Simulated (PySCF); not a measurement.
## Ionisation energy of Ar⁺ by level of theory

Ar⁺ [Ne] 3s2 3p5 (2P) → Ar²⁺ [Ne] 3s2 3p4 (3P), as a difference of total energies. All numbers are calculated (PySCF 2.14, the spin-free X2C one-electron Hamiltonian (Gaussian nucleus), in x2c-QZVPPall (9s6p4d2f1g, 70 functions)). Correlated levels: valence: [Ne] frozen; valence and next inner shell: 1s2 frozen. The calculations carry no spin-orbit coupling.

```csv
method,ionisation energy (eV)
UHF,26.354
LDA,27.814
PBE,27.576
PBE0,27.590
r2SCAN,27.646
wB97X-V,27.664
TPSSh,27.587
PBEsol,27.548
M06,27.546
ROHF,26.374
MP2 (valence),27.469
SCS-MP2 (valence),27.485
MP2 (valence and next inner shell),27.489
SCS-MP2 (valence and next inner shell),27.500
```

**Question.** How much does correlation contribute at MP2 (valence and next inner shell)?

**Answer.** 27.489 − (26.354) = 1.135 eV, measured against UHF.

A first-order spin-orbit estimate (lowest level to lowest level, LS coupling) adds -0.006 eV.

Errors of the correlated levels include the incompleteness of this basis and the frozen core.

For comparison: 27.630 eV (measured; NIST Atomic Spectra Database, ionization energies).
